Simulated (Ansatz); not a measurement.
Reactions of CH7SbSi, SMILES `[SiH3][CH2][SbH2]`.

Calculated with Ansatz (gas phase, PBE0-D4/def2-TZVP geometries, no zero-point term in ΔE). CBS: MP2 limit from def2 TZ/QZ plus the TZ coupled-cluster correction, frozen cores. This one scheme is used for every species. No spin–orbit coupling; open shells (•) take unrestricted orbitals. Elements past krypton have def2 core potentials. For I, Sb outer-core shells are correlated without core-valence functions, which leaves a few kJ/mol of doubt a bond. Each species was taken in one conformer, which may not be the lowest.

Problem. Order these by ΔE at CCSD(T)/CBS, lowest first. (An estimate is asked.)
A. `[SiH3][CH2][SbH2]` + HI → `[SbH2][I]` + `C[SiH3]`
B. `[SiH3][CH2][SbH2]` → `[CH2][SiH3]`• + `[SbH2]`•
C. `[SiH3][CH2][SbH2]` + `FBOC[SiH3]` → `[SiH3]C[O][SbH2]` + `FBC[SiH3]`
D. `[SiH3][CH2][SbH2]` + `O=CCO` → `O=CC(O)[SiH3]` + `[CH3][SbH2]`
E. `[SiH3][CH2][SbH2]` + `SSS` → `[SiH3]CSSS` + `[SbH3]`
F. `[SiH3][CH2][SbH2]` → `[CH3][SbH2]` + `[SiH2]`

Solution. A (-108.0 kJ/mol), D (+16.3 kJ/mol), E (+26.5 kJ/mol), C (+123.0 kJ/mol), F (+242.5 kJ/mol), B (+263.1 kJ/mol).

Largest T1 diagnostic: 0.015, for `O=CC(O)[SiH3]`.
